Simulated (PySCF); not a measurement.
**Working out the excitation energy of Cl⁺**

Cl⁺ [Ne] 3s2 3p4 (3P) → Cl⁺ [Ne] 3s1 3p5 (3P). Calculation: PySCF 2.14, in aug-cc-pwCVDZ; the non-relativistic Hamiltonian (point nucleus). Frozen: 1s2. Energies in hartree (1 hartree = 27.21139 eV):

```
            part  Cl⁺ (lower)  Cl⁺ (upper)
             UHF  -459.038793  -458.513964
CCSD correlation    -0.262703    -0.353293
             (T)    -0.002951    -0.013393
```

**Question.** What does Hartree-Fock give?

**Answer.** (-458.513964) − (-459.038793) = 0.524829 hartree = 14.281 eV.

**Question.** What do CCSD and CCSD(T) give?

**Answer.** The CCSD correlation energies differ by -0.090590 hartree = -2.465 eV and the triples by -0.010442 hartree = -0.284 eV, so CCSD gives 11.816 eV and CCSD(T) 11.532 eV.

Measured between the centres of the two terms (NIST): 11.573 eV, so CCSD(T) (valence and next inner shell) is off by -0.041 eV.

A double-zeta basis recovers only part of the correlation energy.

The coupled-cluster amplitudes are large, so a single reference is strained.

What remains against the reference includes basis incompleteness, the frozen core and higher excitations.
